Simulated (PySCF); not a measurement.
Cd(Br)(Me), CH₃BrCd, SMILES [CH3][Cd][Br] at its PBE0/def2-SVP optimised geometry (Å):

```
6

Cd    -0.0237    -0.1128     0.0000
Br    -2.4530    -0.1121     0.0009
C      2.0785    -0.1128     0.0000
H      2.4527    -0.3387     1.0086
H      2.4530     0.8734    -0.3087
H      2.4527    -0.8734    -0.6998
```

Level of theory: PBE0/def2-TZVP, def2 effective core potentials past Kr run with PySCF. The core electrons that the potentials of Cd replace are not part of the density.

Map of the log10 of the electron density (e/bohr³), floored at −4 on the plane z = 0.8 Å:

```
|00000000000000000000000000000|
|00000000000000000000000000000|
|00000000000000000000000000000|
|00000000000000000000000000000|
|00000000000000000000000000000|
|00000000000000000000000000000|
|00000000000000000000000000000|
|00001122111111111000111000000|
|00122333322222222222222210000|
|01233444443333333333333321000|
|12345555554444554444454432100|
|12456677665556665555665543200|
|23467788776667776666776654210|
|23567898877778987777888764310|
|24568899887789998778899865320|
|24568899887789998778999865320|
|23567888877678887777899764310|
|23456777766667776666777654210|
|12345666665555655555565543200|
|01334555544444444444444332100|
|01223444433333333322222211000|
|00012222222222221111111100000|
|00001111110000000000000000000|
|00000000000000000000000000000|
|00000000000000000000000000000|
|00000000000000000000000000000|
|00000000000000000000000000000|
|00000000000000000000000000000|
|00000000000000000000000000000|
```
Scale: ten equal steps from -4.00 (start of '0') to -0.585 (end of '9'), in the order '0123456789'; x runs from -4.50 to 4.50, y from -4.50 (bottom) to 4.50 (top).
